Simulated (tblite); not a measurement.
Parent: `[H]/[N:1]=[CH:2]\[CH2:3][CH2:4][S:5][SiH3:6]` with N1–C2–C3–C4 124°, C2–C3–C4–S5 179°, C3–C4–S5–Si6 -80°, C3H9NSSi.

Structures optimised with GFN2-xTB, isolated species. One conformer each, not checked by frequencies here.

| coordinate of the parent | value |
| --- | --- |
| N1=C2 | 1.251 Å |
| C2–C3 | 1.503 Å |
| C3–C4 | 1.523 Å |
| C4–S5 | 1.831 Å |
| S5–Si6 | 2.142 Å |
| N1–C2–C3 | 128.4° |
| C2–C3–C4 | 110.6° |
| C3–C4–S5 | 112.2° |
| C4–S5–Si6 | 101.6° |

**Question.** How does the shared frame change in `[H]/[N:4]=[C:3](/[C:2]#[N:1])[CH2:5][CH2:6][S:7][SiH3:8]` with C2–C3–C5–C6 -56°, C3–C5–C6–S7 -177°, C5–C6–S7–Si8 -178°, C4H8N2SSi? Atoms pair as N1 = N4, C2 = C3, C3 = C5, C4 = C6, S5 = S7, Si6 = Si8 (parent first).

**Answer.** 
| parent | relative | value in the relative | change |
| --- | --- | --- | --- |
| N1=C2 | N4=C3 | 1.259 Å | +0.008 |
| C2–C3 | C3–C5 | 1.509 Å | +0.006 |
| C3–C4 | C5–C6 | 1.524 Å | +0.001 |
| C4–S5 | C6–S7 | 1.834 Å | +0.003 |
| S5–Si6 | S7–Si8 | 2.145 Å | +0.003 |
| N1–C2–C3 | N4–C3–C5 | 128.1° | -0.3 |
| C2–C3–C4 | C3–C5–C6 | 111.1° | +0.5 |
| C3–C4–S5 | C5–C6–S7 | 109.4° | -2.8 |
| C4–S5–Si6 | C6–S7–Si8 | 99.8° | -1.8 |

Of the parent's bonds, N1–C2 changes most (+0.008 Å). Bonds of the relative outside the shared frame: N1≡C2 1.144, C2–C3 1.432 Å. Point group C1 → C1.

**Question.** How does the shared frame change in `[H]/[N:5]=[C:4](/[CH:3]=[N:2]\[CH3:1])[CH2:6][CH2:7][S:8][SiH3:9]` with N2–C3–C4–N5 -26°, C3–C4–C6–C7 -65°, C4–C6–C7–S8 179°, C6–C7–S8–Si9 -173°, C5H12N2SSi? Atoms pair as N1 = N5, C2 = C4, C3 = C6, C4 = C7, S5 = S8, Si6 = Si9 (parent first).

**Answer.** 
```csv
parent,relative,value in the relative,change
N1=C2,N5=C4,1.263 Å,+0.012
C2–C3,C4–C6,1.513 Å,+0.010
C3–C4,C6–C7,1.523 Å,0.000
C4–S5,C7–S8,1.836 Å,+0.005
S5–Si6,S8–Si9,2.141 Å,-0.001
N1–C2–C3,N5–C4–C6,125.5°,-2.9
C2–C3–C4,C4–C6–C7,109.9°,-0.7
C3–C4–S5,C6–C7–S8,110.0°,-2.2
C4–S5–Si6,C7–S8–Si9,100.0°,-1.6
```

Of the parent's bonds, N1–C2 changes most (+0.012 Å). Bonds of the relative outside the shared frame: C1–N2 1.424, N2=C3 1.259, C3–C4 1.479 Å. Point group C1 → C1.

**Question.** How does the shared frame change in `[H]/[N:3]=[C:2](/[CH3:1])[CH2:4][CH2:5][S:6][SiH3:7]` with C1–C2–C4–C5 87°, C2–C4–C5–S6 173°, C4–C5–S6–Si7 68°, C4H11NSSi? Atoms pair as N1 = N3, C2 = C2, C3 = C4, C4 = C5, S5 = S6, Si6 = Si7 (parent first).

**Answer.** 
```json
{"parent": "N1=C2", "relative": "N3=C2", "value in the relative": "1.256 Å", "change": "+0.005"}
{"parent": "C2–C3", "relative": "C2–C4", "value in the relative": "1.516 Å", "change": "+0.013"}
{"parent": "C3–C4", "relative": "C4–C5", "value in the relative": "1.524 Å", "change": "+0.001"}
{"parent": "C4–S5", "relative": "C5–S6", "value in the relative": "1.830 Å", "change": "-0.001"}
{"parent": "S5–Si6", "relative": "S6–Si7", "value in the relative": "2.142 Å", "change": "0.000"}
{"parent": "N1–C2–C3", "relative": "N3–C2–C4", "value in the relative": "125.4°", "change": "-3.0"}
{"parent": "C2–C3–C4", "relative": "C2–C4–C5", "value in the relative": "109.7°", "change": "-0.9"}
{"parent": "C3–C4–S5", "relative": "C4–C5–S6", "value in the relative": "112.6°", "change": "+0.4"}
{"parent": "C4–S5–Si6", "relative": "C5–S6–Si7", "value in the relative": "102.0°", "change": "+0.4"}
```

Of the parent's bonds, C2–C3 changes most (+0.013 Å). Bonds of the relative outside the shared frame: C1–C2 1.495 Å. Point group C1 → C1.

**Question.** How does the shared frame change in `[H]/[N:5]=[C:4](\[C:2]([CH3:1])=[S:3])[CH2:6][CH2:7][S:8][SiH3:9]` with C1–C2–C4–N5 -3°, C2–C4–C6–C7 -82°, C4–C6–C7–S8 -178°, C6–C7–S8–Si9 71°, C5H11NS2Si? Atoms pair as N1 = N5, C2 = C4, C3 = C6, C4 = C7, S5 = S8, Si6 = Si9 (parent first).

**Answer.** 
```json
{"parent": "N1=C2", "relative": "N5=C4", "value in the relative": "1.266 Å", "change": "+0.015"}
{"parent": "C2–C3", "relative": "C4–C6", "value in the relative": "1.501 Å", "change": "-0.002"}
{"parent": "C3–C4", "relative": "C6–C7", "value in the relative": "1.527 Å", "change": "+0.004"}
{"parent": "C4–S5", "relative": "C7–S8", "value in the relative": "1.823 Å", "change": "-0.008"}
{"parent": "S5–Si6", "relative": "S8–Si9", "value in the relative": "2.146 Å", "change": "+0.004"}
{"parent": "N1–C2–C3", "relative": "N5–C4–C6", "value in the relative": "117.1°", "change": "-11.3"}
{"parent": "C2–C3–C4", "relative": "C4–C6–C7", "value in the relative": "109.7°", "change": "-0.9"}
{"parent": "C3–C4–S5", "relative": "C6–C7–S8", "value in the relative": "112.2°", "change": "0.0"}
{"parent": "C4–S5–Si6", "relative": "C7–S8–Si9", "value in the relative": "101.8°", "change": "+0.2"}
```

Of the parent's bonds, N1–C2 changes most (+0.015 Å). Bonds of the relative outside the shared frame: C1–C2 1.492, C2=S3 1.631, C2–C4 1.480 Å. Point group C1 → C1.

These are computed values.
